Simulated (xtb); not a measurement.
BHFBr, SMILES FBBr. All values are semi-empirical tight-binding results from xtb (GFN2-xTB unless named), good for trends rather than for accurate numbers. Geometry optimised at GFN2-xTB.

Optimised geometry:

```xyz
4

B     -0.5543    -1.0529     0.0000
H     -1.6904    -1.3367     0.0000
F      0.3414    -2.0035     0.0000
Br     0.0397     0.7038     0.0000
```
Charge 0, spin multiplicity 1.

Computed properties:
```json
{
  "point_group_as_xtb_finds_it": "Cs",
  "orbital_gap": "4.31 eV",
  "zero_point_energy": "9.5 kcal/mol",
  "G − E(el) at 298.15 K (modified RRHO)": "-7.2 kcal/mol",
  "static polarisability (D4 model)": "36.7 bohr³",
  "solvation energy, GFN2-xTB/ALPB(water)": "-0.4 kcal/mol",
  "solvation energy, GFN2-xTB/ALPB(toluene)": "-2.7 kcal/mol"
}
```

Computed atomic charges and the Wiberg bond orders between heavy atoms:
charges (e) B1 0.45, H2 -0.07, F3 -0.24, Br4 -0.14. Bond orders B1–F3 1.16, B1–Br4 1.16.
